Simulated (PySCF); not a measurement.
## Excited states of Al⁺ (aluminium, charge +1)

Ground state [Ne] 3s2, ¹S. Calculation: PySCF 2.14, in x2c-SVPall with two added diffuse shells each of s, p type (6s5p1d, 26 functions); the spin-free X2C one-electron Hamiltonian (Gaussian nucleus). Vertical excitation energies in eV without spin-orbit coupling; excited terms of each kind are numbered among those the solver found. Frozen: [He] 2s2.

```
 term  leading excitation  EOM-EE-CCSD  measured centre of gravity (NIST)
1 3P°              3s → p        4.554                       4.651 (3s3p)
1 1P°              3s → p        7.581                       7.421 (3s3p)
 1 3S              3s → s       11.156                      11.317 (3s4s)
 1 1S              3s → s       11.650                      11.822 (3s4s)
2 3P°              3s → p       13.044                                n/a
2 1P°              3s → p       13.197                                n/a
 2 3S              3s → s       14.702                                n/a
 2 1S              3s → s       14.869                                n/a
 1 3D              3s → d       17.885                      11.847 (3s3d)
```

Only the lower part of the computed list is shown. Doubly excited terms such as np² are absent. The solver can miss terms. Rydberg members are limited by the diffuse functions of the basis.
